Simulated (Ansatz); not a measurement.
Consider the formal exchange of groups at a C–C bond: `CCCC(C)(C)C` + `BBC` → `BB(C)CC` + `CC(C)(C)C`.

Isolated molecules relaxed with PBE0-D4/def2-TZVP in Ansatz; ΔE leaves out vibrations. CCSD(T)/CBS is the MP2 limit (def2-TZVPP, def2-QZVPP) plus CCSD(T) − MP2 in def2-TZVPP, frozen cores. Functionals use def2-TZVPP. One conformer a species, not always the lowest.

```json
{"level": "PBE-D4", "ΔE (kJ/mol)": "-44.3"}
{"level": "B2PLYP", "ΔE (kJ/mol)": "-43.7"}
{"level": "HF/def2-TZVPP", "ΔE (kJ/mol)": "-42.1"}
{"level": "MP2/def2-TZVPP", "ΔE (kJ/mol)": "-40.8"}
{"level": "SCS-MP2/def2-TZVPP", "ΔE (kJ/mol)": "-39.8"}
{"level": "HF/def2-QZVPP", "ΔE (kJ/mol)": "-42.2"}
{"level": "MP2/CBS(def2)", "ΔE (kJ/mol)": "-41.2"}
{"level": "CCSD/CBS(def2)", "ΔE (kJ/mol)": "-40.8"}
```

**Question.** What does CCSD(T)/CBS give? (An estimate is asked.)

**Answer.** Computed: -40.5 kJ/mol. The listed levels differ from it by -3.8, -3.2, -1.6, -0.3, 0.7, -1.7, -0.7, -0.3 kJ/mol.

Largest T1 diagnostic among the species: 0.011.
